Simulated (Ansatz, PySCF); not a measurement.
Process, species as SMILES: C1CN2CCN1CC2 [1,4-diazabicyclo[2.2.2]octane] + 9 [H][H] (H2) → 6 C (CH4) + 2 N (NH3)
Each molecule is optimised on its own at B3LYP-D3(BJ)/def2-TZVP (Ansatz, a program for electronic structure), one conformer each, not searched for the lowest. Frequencies are from Ansatz or PySCF.

Property: energy of full hydrogenation (enthalpy at 298 K, with B3LYP-D3(BJ) rigid-rotor harmonic-oscillator terms), in kcal/mol. Correlated levels leave the core frozen unless marked. No spin-orbit coupling. Non-relativistic. CBS marks a two-point X^-3 extrapolation of the correlation energy; Hartree-Fock from the larger set. The bracket is a focal-point correction in the basis named.

| level | program | energy of full hydrogenation (kcal/mol) |
|---|---|---|
| PBE/def2-TZVPD | Ansatz | -156.5 |
| revPBE-D3(BJ)/def2-TZVPD | Ansatz + dftd3 | (withheld) |
| r2SCANh/def2-TZVPD | Ansatz | -157.4 |
| r2SCAN0-D4/def2-TZVPD | Ansatz + dftd4 | -157.6 |
| wB97X/def2-TZVPD | Ansatz | (withheld) |
| SCS-MP2/STO-3G | Ansatz | -89.9 |
| SCS-MP2/cc-pVDZ | Ansatz | -143.1 |
| RI-MP2/CBS(aug-cc-pVTZ,aug-cc-pVQZ)+[CCSD(T)-MP2]/aug-cc-pVTZ | Ansatz | (withheld) |

Question: Fill in the missing entries.

Answer: 
- revPBE-D3(BJ)/def2-TZVPD, energy of full hydrogenation (kcal/mol): -141.8
- wB97X/def2-TZVPD, energy of full hydrogenation (kcal/mol): -164.7
- RI-MP2/CBS(aug-cc-pVTZ,aug-cc-pVQZ)+[CCSD(T)-MP2]/aug-cc-pVTZ, energy of full hydrogenation (kcal/mol): -152.5
